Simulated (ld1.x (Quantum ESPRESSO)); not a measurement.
## Ranking PAW potentials for Zn

All share these settings but for the change named:

* Element: zinc
* Generator: ld1.x (Quantum ESPRESSO) 7.5
* Type: PAW
* Functional: BP86
* Relativity: scalar-relativistic
* Frozen core: [Ar]
* Valence charge: 12
* Reference configuration: 3d10 4s2 4p0
* Partial waves: 4s (bound): rcut 1.95, rcutus 2.05 bohr; 4s channel at 0.45 Ry: rcut 1.95, rcutus 2.05 bohr; 4p (bound, empty): rcut 2.45, rcutus 3.25 bohr; 4p channel at 1.05 Ry: rcut 2.45, rcutus 3.25 bohr; 3d (bound): rcut 0.85, rcutus 1.05 bohr; 3d channel at 0.05 Ry: rcut 0.85, rcutus 1.05 bohr; 4f channel at -0.15 Ry: rcut 2.20, rcutus 2.65 bohr
* Local potential: all-electron potential smoothed inside 2.10 bohr (lloc = -2)
* Core correction: Bessel-smoothed model core inside 0.90 bohr
* Augmentation charge: BESSEL, radius 0.85 bohr

Cutoff: the first of the cutoffs (Ry, on a coarse ladder) from which the occupation-weighted sum of valence levels, in a spherical-Bessel basis at the reference potential, stays within 10 and 1 mRy of its value at 400 Ry; the density cutoff is not measured.

The base gives 140 Ry.

Of 8 variants that were run, those that failed, showed a ghost or another fault, or gave nearly equal values are left out.

**Question.** Rank these variants from softest to hardest (loose cutoff).
A. all radii but the core radius scaled by about 1.14 (s 2.34, p 3.70, d 1.20, f 3.02 bohr, rcut 2.22/2.78/0.96/2.50); local potential all-electron potential smoothed inside 2.40 bohr (lloc = -2); augmentation BESSEL, radius 0.96 bohr
B. all radii but the core radius scaled by about 0.91 (s 1.86, p 2.96, d 0.96, f 2.40 bohr, rcut 1.78/2.22/0.78/2.00); local potential all-electron potential smoothed inside 1.90 bohr (lloc = -2); augmentation BESSEL, radius 0.78 bohr
C. all radii but the core radius scaled by about 1.38 (s 2.82, p 4.48, d 1.44, f 3.64 bohr, rcut 2.68/3.38/1.16/3.02); local potential all-electron potential smoothed inside 2.90 bohr (lloc = -2); augmentation BESSEL, radius 1.16 bohr
D. all radii but the core radius scaled by about 1.30 (s 2.66, p 4.22, d 1.36, f 3.44 bohr, rcut 2.54/3.18/1.10/2.86); local potential all-electron potential smoothed inside 2.74 bohr (lloc = -2); augmentation BESSEL, radius 1.10 bohr
E. all radii but the core radius scaled by about 1.08 (s 2.22, p 3.52, d 1.14, f 2.86 bohr, rcut 2.10/2.64/0.92/2.38); local potential all-electron potential smoothed inside 2.28 bohr (lloc = -2); augmentation BESSEL, radius 0.92 bohr

**Answer.** C (55 Ry), D (70 Ry), A (100 Ry), E (120 Ry), B (180 Ry).
